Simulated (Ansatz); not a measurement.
System: CH$_{3}$Zn (charge +1, singlet). SMILES: [CH3][Zn+]
Geometry: optimised at B3LYP-D3(BJ)/def2-TZVP (Ansatz, a first-principles code).

Quantity: vertical triplet-singlet gap (E(triplet) - E(singlet); each state is the SCF solution reached for its spin; the molecule has degenerate orbitals, so one determinant may break the symmetry; for the singlet the Hartree-Fock reference is unstable and T1 is 0.016), in kcal/mol. Correlated levels leave the core frozen unless marked. Open shells are spin-unrestricted. No spin-orbit coupling. Frozen are the shells of the preceding noble gas and the d and f shells that filled before the atom's block. No relativistic terms. CBS(X,Y): correlation extrapolated as X^-3; Hartree-Fock from the larger set. The bracket is a focal-point correction in the basis named.

```
level                                                          program  vertical triplet-singlet gap (kcal/mol)
-------------------------------------------------------------  -------  ---------------------------------------
SVWN5/def2-TZVPD                                                Ansatz                                     76.1
PBE/def2-TZVPD                                                  Ansatz                                      ___
r2SCAN/def2-TZVPD                                               Ansatz                                      ___
BHLYP/def2-TZVPD                                                Ansatz                                      ___
SCS-MP2/def2-SVPD                                               Ansatz                                     65.0
RI-MP2/CBS(def2-TZVPPD,def2-QZVPPD)+[CCSD(T)-MP2]/def2-TZVPPD   Ansatz                                     67.6
```

**Question.** Some entries are withheld; supply them.

**Answer.** 
- PBE/def2-TZVPD, vertical triplet-singlet gap (kcal/mol): 71.1
- r2SCAN/def2-TZVPD, vertical triplet-singlet gap (kcal/mol): 61.1
- BHLYP/def2-TZVPD, vertical triplet-singlet gap (kcal/mol): 60.8
